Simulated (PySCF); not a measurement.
Ligands exchanged one at a time, Ga F-Cl. Gas-phase values, no solvent. Strings in code marks are SMILES.

Computed with PBE-D3(BJ)/def2-TZVP (PySCF). Excitations are Tamm–Dancoff values on a coarser integration grid. The basis has no diffuse functions, so Rydberg states are missing or too high.

```json
[
 {"species": "0 of 3 F replaced by Cl (`[F][Ga]([F])[F]`)", "dipole moment (D)": "0.00", "HOMO–LUMO gap (eV)": "6.05", "S1 oscillator strength": "0.000", "S1 excitation (TDA) (eV)": "___"},
 {"species": "1 of 3 F replaced by Cl", "dipole moment (D)": "1.01", "HOMO–LUMO gap (eV)": "___", "S1 oscillator strength": "0.011", "S1 excitation (TDA) (eV)": "5.46"},
 {"species": "2 of 3 F replaced by Cl (`[F][Ga]([Cl])[Cl]`)", "dipole moment (D)": "___", "HOMO–LUMO gap (eV)": "5.11", "S1 oscillator strength": "0.007", "S1 excitation (TDA) (eV)": "___"},
 {"species": "3 of 3 F replaced by Cl (`[Cl][Ga]([Cl])[Cl]`)", "dipole moment (D)": "0.00", "HOMO–LUMO gap (eV)": "4.96", "S1 oscillator strength": "0.000", "S1 excitation (TDA) (eV)": "5.12"}
]
```

### Question
What belongs in the gaps?

### Answer

- 0 of 3 F replaced by Cl (`[F][Ga]([F])[F]`), S1 excitation (TDA) (eV): 6.19
- 1 of 3 F replaced by Cl, HOMO–LUMO gap (eV): 5.26
- 2 of 3 F replaced by Cl (`[F][Ga]([Cl])[Cl]`), dipole moment (D): 0.86
- 2 of 3 F replaced by Cl (`[F][Ga]([Cl])[Cl]`), S1 excitation (TDA) (eV): 5.29
